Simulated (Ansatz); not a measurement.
Input file for Ansatz (a first-principles code): R-CCSD(T)/aug-cc-pV(D+d)Z on HCl (SMILES Cl) with ghost functions, monomers drawn apart or pushed together. Files ending in .json are basis or fitting sets from the Basis Set Exchange.

Ansatz 0.2 input:
```yaml
crystal:
  periodic: [false, false, false]
  atoms:
    - {symbol: Cl, position_ang: [-0.27068733, 0.32754095, -0.09807415]}
    - {symbol: H, position_ang: [0.58689984, 0.05791804, 0.85843757]}
basis:
  gaussian:
    orbitals: aug-cc-pV_D+d_Z.json
    ghost_atoms:
      - {symbol: O, position_ang: [1.10768209, -0.18660793, 2.40052831]}
      - {symbol: C, position_ang: [0.21726334, -0.05779316, 3.20664962]}
      - {symbol: O, position_ang: [-1.04668940, 0.24346252, 2.93409082]}
      - {symbol: H, position_ang: [0.35966317, -0.17949326, 4.28602381]}
      - {symbol: H, position_ang: [-1.16365880, 0.35022985, 1.96834464]}
magnetization: {spin_polarized: false}
correlation: {method: ccsd_t, electrons: outside_noble_gas}
scf: {lower_state_search: off}
```

The log:

```
WARN ansatz: RAYON_NUM_THREADS=1 ignored (pool sized by the plan → 1); use --threads N
Functional definition: HF
these checks for a lower state are left out or cut short: stability, starts, cluster_reference, orbital_swaps, neighbouring_geometries, increment
integrals: 0.22 GiB planned
938 factors; integrals over basis functions are off by at most 1.1e-3 eV
mean field: 0.24 GiB planned
mean field evaluation 1: about -12519.3835 eV, gradient 1.0e1 eV
mean field evaluation 2: about -12519.3837 eV, gradient 1.0e1 eV
mean field evaluation 4: about -12519.7909 eV, gradient 1.1e0 eV
mean field evaluation 8: about -12519.7983 eV, gradient 1.7e-5 eV
mean field -12519.79831445 eV, -460.0941018321 hartree, gradient 6.0e-7 eV, S^2 0.000000; 0 other end points of the search recorded, 0 dependent functions left out
5 core orbitals not correlated
reference -12519.79831445 eV, -460.0941018321 hartree; 4, 4 occupied and 119, 119 virtual orbitals, 938 factors
second order -4.47266569 eV of doubles, -0.00000000 eV of singles
coupled cluster: 0.58 GiB planned
cycle   1  -4.85065335 eV  change   -3.8e-1 eV  update   3.9e-2
cycle   2  -4.95749847 eV  change   -1.1e-1 eV  update   1.2e-2
cycle   3  -4.96687828 eV  change   -9.4e-3 eV  update   3.1e-3
cycle   4  -4.96674965 eV  change    1.3e-4 eV  update   7.2e-4
cycle   5  -4.96652417 eV  change    2.3e-4 eV  update   1.6e-4
cycle   6  -4.96648506 eV  change    3.9e-5 eV  update   5.1e-5
cycle   7  -4.96648792 eV  change   -2.9e-6 eV  update   1.4e-5
cycle   8  -4.96648939 eV  change   -1.5e-6 eV  update   4.5e-6
perturbative correction -0.12690764 eV, -0.0046637699 hartree
Total energy: -12524.89171149 eV, -460.2812807208 hartree
Checks for a lower state left out: stability, starts, cluster_reference, orbital_swaps, neighbouring_geometries, increment
```

The run converged.

Cost: about 9 core-seconds (a rough figure).
